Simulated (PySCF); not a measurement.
SMILES CC(C)[CH2][GeH3] (C4H12Ge), GFN2-xTB optimised geometry. Atoms within 1.6 Å of the plane z = 0.0 Å (x, y, z in Å): Ge1 (-1.57, -0.79, 0.00), C2 (0.41, -0.79, 0.00), C3 (1.11, 0.02, -1.09), C4 (0.88, 1.52, -0.89), H6 (-2.05, -1.47, 1.24), H7 (-2.19, 0.57, 0.00), H8 (-2.16, -1.54, -1.15), H9 (0.72, -1.83, -0.07), H10 (0.74, -0.43, 0.98), H11 (2.19, -0.17, -1.01), H12 (-0.18, 1.75, -0.98), H14 (1.23, 1.83, 0.09).

Computed with B3LYP/def2-SVP (PySCF). Cells within 0.4 Å of a nucleus heavier than hydrogen are left out (blank, or x).

Map of the Laplacian of the electron density (e/bohr⁵), clipped to [-1.50, 1.50] on the plane z = 0.0 Å:

```
|55555555555555555555555555555|
|55555555555555555555555555555|
|55555555555555555555555555555|
|55555555555555555555555555555|
|55555555555555555555555555555|
|55555555555555555555555555555|
|55555555555555555555555555555|
|55555555555555555555555555555|
|55555555555555555204555555555|
|55555555555555555325555555555|
|55555555555555555555555555555|
|55555554555555555555555555555|
|55555540355555555555555555555|
|55555542345555555555555555555|
|55555554576555555555555555555|
|55555556999954454555555555555|
|55555559xxx9544xx555555555555|
|555555599xx9544xx555555555555|
|55555556999855422455555555555|
|55555555576555540355555555555|
|55555555555555540455555555555|
|55555555555555555555555555555|
|55555555555555555555555555555|
|55555555555555555555555555555|
|55555555555555555555555555555|
|55555555555555555555555555555|
|55555555555555555555555555555|
|55555555555555555555555555555|
|55555555555555555555555555555|
```
Scale: ten equal steps from -1.50 (start of '0') to 1.50 (end of '9'), in the order '0123456789'; x runs from -4.50 to 4.50, y from -4.50 (bottom) to 4.50 (top).
